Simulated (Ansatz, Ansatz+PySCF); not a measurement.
| atom | x (Å) | y (Å) | z (Å) |
| --- | --- | --- | --- |
| S | 0.0441 | -0.0234 | -0.1015 |
| H | 0.0250 | 0.9945 | 0.7955 |
| H | 0.0350 | -0.9930 | 0.8606 |

Basis set: def2-SVP (spherical functions). Frozen core: 5 orbitals. Charge 0, multiplicity 1.

Computed with Ansatz (development build ahead of 0.2.0); each method stands on the lowest determinant of its kind that the runs found. Restricted open shells among the atoms or ions are ROHF, correlated in semicanonical orbitals with singles. Restricted functionals stand beside restricted open-shell atoms, which can lie above the unrestricted atoms usual in DFT and then raise those values.

(1) Give the atomization energy at this shape (free ground-state atoms in the same class of orbitals less the molecule, no zero-point energy) of singlet H₂S by ωB97X (restricted), ωB97X (unrestricted), r²SCAN (restricted), r²SCAN (unrestricted), PBE0 (restricted), PBE0 (unrestricted), PBE (restricted), PBE (unrestricted), RHF-CCSD(T), RHF-MP2, RHF, UHF.

Answers

(1)

| method | atomization energy |
| --- | --- |
| ωB97X (restricted) | 7.82 eV |
| ωB97X (unrestricted) | 7.77 eV |
| r²SCAN (restricted) | 7.83 eV |
| r²SCAN (unrestricted) | 7.78 eV |
| PBE0 (restricted) | 7.70 eV |
| PBE0 (unrestricted) | 7.66 eV |
| PBE (restricted) | 7.80 eV |
| PBE (unrestricted) | 7.77 eV |
| RHF-CCSD(T) | 7.31 eV |
| RHF-MP2 | 7.11 eV |
| RHF | 5.59 eV |
| UHF | 5.48 eV |
